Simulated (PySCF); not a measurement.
ClCs, SMILES [Cl][Cs] (connectivity only; charge and spin as stated), charge +1, multiplicity 2.

The structure is a stationary point at B3LYP-D3(BJ)/def2-TZVPD. The multiplicity is an assumed one; other spin states were not compared. The def2 effective core potentials stand for the cores of Cs; spin–orbit coupling is left out.

Method: B3LYP-D3(BJ)/def2-TZVPD (PySCF).

Frequencies are harmonic and unscaled.

```
mode  ν (cm⁻¹)  IR (km/mol)  moving atoms (share of kinetic energy)
----  --------  -----------  --------------------------------------
1           63          2.9                        Cl 79 %, Cs 21 %
```
